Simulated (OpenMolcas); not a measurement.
**Mn5+, Tc5+, Re5+: d2 down the group**

| Property | Result |
| --- | --- |
| Program | OpenMolcas |
| Method | SS-CASPT2, IPEA 0.25 Eh, imaginary shift 0.1 Eh |
| Basis | ANO-RCC-VTZP |
| Scalar Hamiltonian | DKH2, point nucleus |
| Spin-orbit coupling | RASSI with atomic mean-field integrals over the reference wave functions, term energies averaged over their components |

Active space for each ion: 2 electrons in 5 orbitals (d); closed shells correlated by CASPT2: Mn5+ 3s 3p; Tc5+ 4s 4p; Re5+ 5s 5p.

Computed levels in cm-1 above 3F2:

| Level | Mn5+ | Tc5+ | Re5+ |
| --- | --- | --- | --- |
| 3F3 | 757 | 2090 | 8310 |
| 3F4 | 1710 | 4400 | 14930 |
| 1D2 | 15280 | 11730 | 16790 |
| 3P0 | 18560 | 13180 | 14930 |
| 3P1 | 18840 | 14070 | 19860 |
| 3P2 | 19440 | 16110 | 28260 |
| 1G4 | 26060 | 19220 | 27420 |
| 1S0 | 60850 | 43360 | 51480 |
| weight of 3F in the lowest level (%) | 100 | 98 | 88 |

Mixed levels, with the weight of the term that names them: Re5+ 1D2 (54 %), Re5+ 3P2 (63 %).

Measured, with the error of the calculation in %. Measured levels: Mn5+ from Corliss and Sugar, J. Phys. Chem. Ref. Data 6, 1253 (1977).

```
Level          Mn5+
  3F3    746 (+1.5)
  3F4   1669 (+2.5)
  1D2  15336 (-0.4)
  3P0  17782 (+4.4)
  3P1  18057 (+4.3)
  3P2  18628 (+4.3)
  1G4  25511 (+2.2)
```

The fine-structure level 3F4 changes by a factor of 8.73 from Mn5+ to Re5+.

Without spin-orbit coupling 1D lies 14360, 9590, 8580 cm-1 above 3F in that order; the difference to the level 1D2, of either sign, comes from spin-orbit coupling, which also lowers the zero.

Term energies are means over components that CASPT2 splits; among the terms shown or strongly mixed into the levels shown the widest spread is 770 cm-1 (3d2 1G, Mn5+). Measured partners are found by configuration, term and J. A level has none where our copy of the source lacks it or the pairing is in doubt (some pairs that miss far off the trend of their configuration count as doubtful), and it then counts in no deviation. Only configurations of the active space appear.
